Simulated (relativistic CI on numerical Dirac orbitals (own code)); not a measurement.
Computed by Dirac-Coulomb-Breit CI, separate exchange-only KLI orbitals for each configuration, QED by a radiative potential, unscaled Slater integrals (own radial code, finite nucleus).

The strongest absorption lines from the ground level of an ion, among the configurations computed and to levels below about 16700 eV (vacuum wavelength in Å, gf): 0.9338 (0.65), 1.0629 (1.3), 1.0634 (1.6), 1.0636 (0.65), 1.0839 (0.67), 1.2241 (1.7), 1.2287 (2.1), 1.2289 (2.6).

**Question.** Which ion is it?
A. Ir68+
B. Bi74+
C. Ir70+
D. Lu62+

**Answer.** A. Ir68+ has 9 electrons and the ground level 2s²2p⁵ ²P°3/2; the strongest line goes to 2s²2p⁴3d ²D5/2. The pattern of lines fixes the number of electrons, and along that sequence the line energies rise steadily with the charge (about as its square where n changes within one kind of shell, about linearly where n is kept but much faster in heavy ions where fine structure, which grows about as Z⁴, sets the gap, and irregularly where shells cross), which fixes Z. Configurations outside the model, such as inner-shell arrays, can give stronger lines. At this charge energies of transitions that change n are usually good to better than 1 %, and those within a shell (Δn = 0) to a few per cent.

LS names give the leading component of a level, which can be under half, so a name can repeat, a term be missing and a line seem to break the LS rules.
